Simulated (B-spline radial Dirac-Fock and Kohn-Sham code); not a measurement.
## M3 edges in EELS at 200 kV and 5 mrad, Mo to Tl

Calculated with an atomic code on a B-spline grid, using the first Born approximation with generalised oscillator strengths from a Dirac-Hartree-Slater potential (longitudinal and transverse terms; continuum final states only, so no white lines or fine structure). Partial cross sections in barn for windows above the edge. Edges are tabulated values, any marked * orbital energies of the model.

| Z | element | edge (eV) | Δ = 50 eV | Δ = 100 eV | Δ = 200 eV |
| --- | --- | --- | --- | --- | --- |
| 42 | Mo | 394.0 | 748 | 1360 | 2210 |
| 43 | Tc | 417.7 | 627 | 1150 | 1900 |
| 44 | Ru | 461.5 | 539 | 995 | 1650 |
| 45 | Rh | 496.5 | 458 | 853 | 1420 |
| 46 | Pd | 532.3 | 406 | 756 | 1260 |
| 47 | Ag | 573.0 | 330 | 627 | 1070 |
| 48 | Cd | 618.4 | 273 | 525 | 902 |
| 49 | In | 665.3 | 231 | 445 | 767 |
| 50 | Sn | 714.6 | 198 | 379 | 654 |
| 55 | Cs | 1003.0 | 94.4 | 171 | 294 |
| 60 | Nd | 1297.0 | 42.3 | 79.4 | 141 |
| 62 | Sm | 1419.8 | 32.4 | 60.9 | 109 |
| 63 | Eu | 1481.0 | 28.6 | 53.6 | 95.8 |
| 64 | Gd | 1544.0 | 24.4 | 46.2 | 83.0 |
| 67 | Ho | 1741.0 | 17.4 | 32.6 | 58.6 |
| 75 | Re | 2367.0 | 5.66 | 11.0 | 20.5 |
| 78 | Pt | 2645.0 | 3.70 | 7.34 | 13.8 |
| 81 | Tl | 2957.0 | 2.38 | 4.80 | 9.16 |
